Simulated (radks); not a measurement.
Q: These are the eigenvalues of the occupied orbitals of an atom or ion with whole-number occupations (eV). All-electron calculation, scalar-relativistic Kohn-Sham, PBE, spin-polarised, spherical densities, finite nucleus; Fermi nuclear charge, rms radius of each element as measured or else 0.836 A^(1/3) + 0.57 fm. Program: a radial shooting solver on a logarithmic mesh with Libxc functionals.

orbital  eigenvalue
1s down   -20898.75
1s up     -20898.74
2s up     -3008.327
2s down   -3007.743
2p up     -2695.630
2p down   -2695.194
3s up     -549.3857
3s down   -549.0892
3p up     -446.7648
3p down   -446.4270
3d up     -280.7733
3d down   -280.2385
4s up     -104.8110
4s down   -101.8193
4p up      -76.6259
4p down    -73.3930
4d up      -36.4572

Which element is it, and in what charge state? The configuration may be excited.

A: Z = 43, technetium, charge +3: Tc3+ in [Kr] 4d(up 4, down 0). The list shows which subshells hold electrons but not how many an open one holds; the 1s level, -768.01 hartree, gives Z - s = 39.2 by -(Z - s)^2/2, which with screening and relativity narrows Z to a few neighbours, and the depths of the outer levels then fix element, charge and occupations together.
